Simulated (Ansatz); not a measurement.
Calculated with Ansatz (gas phase, PBE0-D4/def2-TZVP geometries, no zero-point term in ΔE). CBS: MP2 limit from def2 TZ/QZ plus the TZ coupled-cluster correction, frozen cores. This one scheme is used for every species. One conformer a species, not always the lowest.

`O[Si]([SiH3])([SiH3])S` + `F[SiH2]Cl` → `F[SiH]([SiH3])Cl` + `O[SiH]([SiH3])S`  (formal exchange of groups at the Si–Si bond)

`O[Si]([SiH3])([SiH3])S`:

Z-matrix (Å, degrees):
```
Si
Si 1 2.348
Si 1 2.337 2 113.5
O 1 1.654 2 112.7 3 120.3
S 1 2.147 2 103.2 3 -118.0
H 2 1.487 1 110.2 3 55.7
H 2 1.488 1 109.7 3 -64.3
H 2 1.490 1 110.5 3 176.1
H 3 1.489 1 109.4 2 -167.9
H 3 1.487 1 108.6 2 -49.1
H 3 1.487 1 111.7 2 71.2
H 4 0.960 1 117.0 2 65.4
H 5 1.345 1 95.6 2 168.6
```

`F[SiH2]Cl`:

Z-matrix (Å, degrees):
```
Si
F 1 1.589
Cl 1 2.036 2 108.8
H 1 1.475 2 108.3 3 -118.2
H 1 1.475 2 108.3 3 118.2
```

`F[SiH]([SiH3])Cl`:

Z-matrix (Å, degrees):
```
Si
Si 1 2.339
Cl 1 2.049 2 109.0
F 1 1.597 2 109.8 3 118.0
H 1 1.481 2 115.4 3 -120.7
H 2 1.486 1 108.3 3 61.6
H 2 1.485 1 109.2 3 -58.0
H 2 1.487 1 110.0 3 -178.7
```

`O[SiH]([SiH3])S`:

Z-matrix (Å, degrees):
```
Si
Si 1 2.335
S 1 2.148 2 108.2
O 1 1.647 2 106.3 3 121.4
H 1 1.489 2 113.2 3 -116.3
H 2 1.487 1 108.9 3 69.0
H 2 1.487 1 109.5 3 -50.2
H 2 1.487 1 111.0 3 -170.8
H 3 1.343 1 94.5 2 -141.6
H 4 0.959 1 117.6 2 -165.9
```

| species | CCSD(T)/def2-TZVPP energy (Eh) |
| --- | --- |
| `O[Si]([SiH3])([SiH3])S` | -1344.90727 |
| `F[SiH2]Cl` | -849.83647 |
| `F[SiH]([SiH3])Cl` | -1140.08804 |
| `O[SiH]([SiH3])S` | -1054.65130 |

Problem. Work out ΔE.

Solution. ΔE = (-1140.08804) + (-1054.65130) − (-1344.90727) − (-849.83647) = 0.00440 Eh = +11.6 kJ/mol. CCSD(T)/CBS gives +10.7 kJ/mol.

Largest T1 diagnostic among the species: 0.013.

In def2-TZVPP, CCSD(T) changes the Hartree–Fock value by +7.4 kJ/mol (the triples alone add +1.8 kJ/mol) and MP2 by +10.0 kJ/mol. The D4 term adds +5.2 kJ/mol with B3LYP and +3.2 kJ/mol with PBE0; it sums over pairs of atoms, weighted by their polarisabilities, and B3LYP, whose exchange is more repulsive, gets the larger term.

B3LYP here is the variant with VWN-RPA as its local correlation; programs differ in this.
